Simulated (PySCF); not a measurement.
Si(F)(Cl)(Br)(Vi), SMILES C=C[Si](F)(Cl)Br, B3LYP/def2-SVP optimised geometry.

```
9

C     -1.64    -1.89    -1.22
C     -0.89    -0.80    -1.41
Si    -0.19     0.16     0.00
F     -0.68    -0.53     1.38
Cl     1.87     0.16     0.00
Br    -0.92     2.26     0.00
H     -1.87    -2.26    -0.21
H     -2.06    -2.46    -2.05
H     -0.69    -0.45    -2.43
```

Density from B3LYP/def2-TZVP run with PySCF at that geometry.

Minimum of the electron density along straight lines between bonded atoms, close to the bond critical point (lines longer than 1.1 times the sum of covalent radii, or with two minima, are not listed):

```
bond     length / Å  ρ at the minimum / e bohr⁻³  ∇²ρ there / e bohr⁻⁵  position (fraction from the first atom)
-------  ----------  ---------------------------  --------------------  ---------------------------------------
C1–C2         1.341                        0.346                 -1.04                                     0.50
C2–Si3        1.845                        0.133                  0.17                                     0.61
Si3–F4        1.620                        0.134                  0.89                                     0.42
Si3–Cl5       2.060                          [?]                  0.19                                     0.36
Si3–Br6       2.221                          [?]                   [?]                                     0.35
C1–H7         1.095                        0.282                 -1.00                                     0.65
C1–H8         1.095                        0.280                 -0.99                                     0.65
C2–H9         1.097                        0.276                 -0.95                                     0.65
```

What belongs in the gaps?


- Si3–Cl5, ρ at the minimum / e bohr⁻³: 0.102
- Si3–Br6, ρ at the minimum / e bohr⁻³: 0.093
- Si3–Br6, ∇²ρ there / e bohr⁻⁵: 0.04
